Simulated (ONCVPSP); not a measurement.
# arsenic (As): excitation energies, all-electron against ONCV

```json
{
  "Element": "arsenic (As)",
  "Generator": "ONCVPSP 4.0.1",
  "Type": "optimised norm-conserving Vanderbilt (ONCV)",
  "Functional": "LDA (Perdew-Zunger)",
  "Relativity": "scalar-relativistic",
  "Frozen core": "[Ar]",
  "Valence charge": "15",
  "Reference configuration": "3d10 4s2 4p3",
  "Partial waves": "4s: rc 1.35 bohr, ncon 4, nbas 8, qcut 4.1 1/bohr, 1 projector; 4p: rc 1.80 bohr, ncon 4, nbas 8, qcut 4.5 1/bohr, 2 projectors, debl 1.5 Ha; 3d: rc 0.95 bohr, ncon 5, nbas 9, qcut 16.5 1/bohr, 2 projectors, debl 1.3 Ha",
  "Local potential": "polynomial inside 0.95 bohr (lpopt 5, dvloc0 4 Ha)",
  "Core correction": "Teter function, fcfact 3.5, rcfact 1.55"
}
```

In the d channel the program set the typed energies aside and used -1.503, 0.250 Ha.

Energies are relative to the spin-unpolarised reference configuration 3d10 4s2 4p3; without spin polarisation the order of configurations can differ from experiment.

Give the all-electron excitation energy and the error of the potential for: 3d10 4s2 4p2; 3d10 4s2 4p1; 3d10 4s2 4p0; 3d10 4s0 4p5.

```csv
valence configuration,charge,ΔE all-electron (eV),error AE − PS (meV)
3d10 4s2 4p2,+1,9.325,-1.7
3d10 4s2 4p1,+2,27.488,-6.0
3d10 4s2 4p0,+3,55.528,-13
3d10 4s0 4p5,0,19.206,+0.6
```

Note: ghosts flagged at negative energy: s at -40.8 eV; no localised positive-energy state flagged. A true bound ghost makes a file unfit for plane-wave use.
